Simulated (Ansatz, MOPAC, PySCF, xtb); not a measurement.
Lewis adduct: H3In (SMILES [InH3]) (first 4 atoms) with NH3 (SMILES N); geometry from B3LYP-D3(BJ)/def2-TZVP, rigid monomers moved along the line of their centres of mass till In1···N5 is 4.37 Å.
(charge 0, multiplicity 1):
```tsv
atom	x (Å)	y (Å)	z (Å)
In	0.6411	0.5716	0.7356
H	1.7057	-0.7881	0.5129
H	-0.7505	0.7307	-0.2988
H	1.2379	1.9805	1.5667
N	-1.5178	-1.0934	4.1541
H	-2.2275	-0.4466	4.4807
H	-0.8836	-1.2813	4.9229
H	-1.9747	-1.9629	3.9016
```

Interaction energies are E(AB) − E(A) − E(B) at the monomers' geometry in the complex; basis-set methods are counterpoise corrected. Rows marked so take none.

Frozen-core correlation. Filled d and f shells under p-block atoms count as core. Rows in STO-3G carry no dispersion term and start afresh at each structure; the Pople sets are all-electron and without relativity. The state reached by AM1 isn't checked.

Run with Ansatz (a program for electronic structure) with Gaussian orbitals; MOPAC for AM1 (differences of heats of formation); PySCF for STO-3G rows, the dispersion terms; xtb for the GFN methods. Each number belongs to the level named beside it. In def2 rows elements past Kr take small-core potentials, without spin–orbit coupling.

```json
[
 {"level": "AM1", "interaction energy (kcal/mol)": "-1.66"},
 {"level": "GFN1-xTB", "interaction energy (kcal/mol)": "-2.84"},
 {"level": "HF/STO-3G (no counterpoise)", "interaction energy (kcal/mol)": "-2.60"},
 {"level": "B3LYP-D3(BJ)/def2-TZVPPD", "interaction energy (kcal/mol)": "___"},
 {"level": "PBE0-D3(BJ)/def2-TZVPPD", "interaction energy (kcal/mol)": "-3.05"},
 {"level": "PBE0-D4/def2-TZVPPD", "interaction energy (kcal/mol)": "-3.05"},
 {"level": "MP2/def2-TZVPPD", "interaction energy (kcal/mol)": "-3.12"},
 {"level": "SCS-MP2/def2-SVPD", "interaction energy (kcal/mol)": "-3.07"},
 {"level": "CCSD/def2-SVPD", "interaction energy (kcal/mol)": "-3.05"}
]
```

### Question
Some entries are withheld; supply them.

### Answer

- B3LYP-D3(BJ)/def2-TZVPPD, interaction energy (kcal/mol): -2.96
